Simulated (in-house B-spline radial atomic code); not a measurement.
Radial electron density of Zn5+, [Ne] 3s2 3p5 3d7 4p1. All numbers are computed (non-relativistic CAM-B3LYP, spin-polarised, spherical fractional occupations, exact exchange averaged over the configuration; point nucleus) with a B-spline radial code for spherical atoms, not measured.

Columns: r (bohr), 4πr²n(r) (electrons per bohr), bar.

```
 0.00215    0.943 #
 0.00262    1.361 #
 0.00318    1.939 ##
 0.00387    2.756 ###
  0.0047    3.867 ####
 0.00572    5.388 ######
 0.00695    7.389 ########
 0.00845    9.984 ###########
  0.0103    13.28 ##############
  0.0125    17.15 ##################
  0.0152     21.6 #######################
  0.0185     26.3 ############################
  0.0224    30.65 ################################
  0.0273    34.21 ####################################
  0.0332    36.11 ######################################
  0.0403    35.95 ######################################
   0.049    33.91 ####################################
  0.0596    31.02 #################################
  0.0724    29.09 ###############################
   0.088    29.82 ###############################
   0.107    33.65 ####################################
    0.13    38.76 #########################################
   0.158    41.67 ############################################
   0.192    39.38 ##########################################
   0.234    31.95 ##################################
   0.284     23.7 #########################
   0.346    19.25 ####################
    0.42    20.04 #####################
   0.511    22.51 ########################
   0.621    21.98 #######################
   0.755    17.19 ##################
   0.917    10.65 ###########
    1.12    5.251 ######
    1.36    2.414 ###
    1.65    1.252 #
       2   0.7318 #
    2.44   0.3596 
    2.96   0.1251 
     3.6  0.02621 
    4.38 0.002989 
    5.32 0.0001691 
    6.47 3.872e-06
```

On this grid the curve has 3 maxima, near 0.0332, 0.158, 0.511 bohr.

The 4p up radial function P(r) = rR(r), positive near the nucleus:

```csv
r (bohr),P
0.00318,0.001193
0.0047,0.002546
0.00695,0.005383
0.0103,0.01124
0.0152,0.02275
0.0224,0.04435
0.0332,0.08285
0.049,0.1422
0.0724,0.2169
0.107,0.2722
0.158,0.2338
0.234,0.02628
0.346,-0.2928
0.511,-0.4425
0.755,-0.1348
1.12,0.4957
1.65,0.8494
2.44,0.5868
3.6,0.1617
5.32,0.013
```
